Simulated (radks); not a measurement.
Q: Radial electron density D(r) = 4 pi r^2 rho(r) of an atom or ion with 23 electrons. Method: scalar-relativistic Kohn-Sham, r2SCAN, spin-polarised, spherical densities, finite nucleus; meta-GGA in the generalised Kohn-Sham scheme; Fermi nuclear charge, rms radius of each element as measured or else 0.836 A^(1/3) + 0.57 fm; computed with a radial shooting solver on a logarithmic mesh with Libxc functionals.

```
   r/bohr * D(r) (the largest magnitude, 36.7, reaches the edge; | marks zero)
  0.00186 |*
 0.002114 |*
 0.002403 |*
 0.002731 | *
 0.003129 | *
 0.003556 |  *
 0.004042 |   *
 0.004593 |    *
 0.005221 |     *
 0.005934 |      *
 0.006744 |        *
 0.007726 |          *
 0.008781 |            *
 0.009981 |               *
  0.01134 |                  *
  0.01289 |                     *
  0.01465 |                         *
  0.01665 |                             *
  0.01908 |                                 *
  0.02169 |                                     *
  0.02465 |                                         *
  0.02801 |                                            *
  0.03184 |                                               *
  0.03618 |                                                *
  0.04113 |                                                *
  0.04712 |                                               *
  0.05355 |                                             *
  0.06086 |                                          *
  0.06917 |                                       *
  0.07862 |                                      *
  0.08936 |                                      *
   0.1016 |                                       *
   0.1164 |                                           *
   0.1322 |                                               *
   0.1503 |                                                    *
   0.1708 |                                                      *
   0.1942 |                                                     *
   0.2207 |                                                 *
   0.2508 |                                           *
   0.2873 |                                  *
   0.3266 |                          *
   0.3712 |                      *
   0.4218 |                    *
   0.4794 |                      *
   0.5449 |                        *
   0.6193 |                          *
   0.7096 |                          *
   0.8064 |                       *
   0.9166 |                  *
    1.042 |             *
    1.184 |        *
    1.346 |    *
    1.529 |  *
    1.752 |*
    1.991 |*
    2.263 *
    2.572 *
    2.924 *
    3.323 *
    3.777 *
```

What is the nuclear charge?

A: Z = 27. The innermost maximum, from 1s, lies near gamma/Z bohr with gamma = sqrt(1 - (Z/c)^2) = 0.980, here 0.0363 bohr (found: 0.0392), and its height grows with Z. The density is that of the cobalt ion Co4+ in [Ar] 3d5; the configuration itself is not fixed sharply by these data, and Z only to about a unit. D(r) has 3 maxima, at r = 0.0392, 0.178, 0.650 bohr, and minima at 0.0852, 0.418 bohr, inside which lie 2.11, 10.70 electrons.
